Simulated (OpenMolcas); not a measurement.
## Rh3+: the spin-orbit constant, worked from levels

```
Program             : OpenMolcas 26.06
Basis               : ANO-RCC-VTZP [7s6p4d2f1g]
Scalar Hamiltonian  : DKH2, point nucleus
Active space        : 6 electrons in 5 orbitals (4d)
State averaging     : 2S+1 = 5 even, 5 roots; 2S+1 = 3 even, 45 roots; 2S+1 = 1 even, 50 roots
Spin-orbit coupling : state interaction with AMFI integrals over the reference wave functions, term energies averaged over their components
```

Methods: CASSCF; MS-CASPT2, IPEA 0.25 Eh, imaginary shift 0.1 Eh (closed shells correlated: 4s 4p).

**The spin-orbit constant.** For the Hund term ⁵D of d6, E(J) = (A/2) J(J+1) + constant and ζ = -2S·A = -4A. From J = 0 to J = 4 the energy changes by 10 A.

| Source | E(4) - E(0) | A | ζ |
| --- | --- | --- | --- |
| CASSCF | -3330.7 | -333.1 | 1332 |
| MS-CASPT2 | -3302.5 | -330.2 | 1321 |

All in cm-1. Both methods take the spin-orbit matrix elements from the reference wave functions, so the second can move ζ only through the term energies and any multistate remixing. Second-order mixing with other terms is absorbed into this ζ.

CASPT2 breaks the degeneracy within a term, and the mean is taken; among the terms shown or strongly mixed into the levels shown the widest spread is 15 cm-1 (4d⁶ ⁵D, MS-CASPT2). Without dynamic correlation excited terms often stand tens of per cent too high (terms of higher spin than the ground term too low), and those without a measured partner can miss by more than the paired ones (holds for CASSCF). Levels of configurations outside the active space are missing.
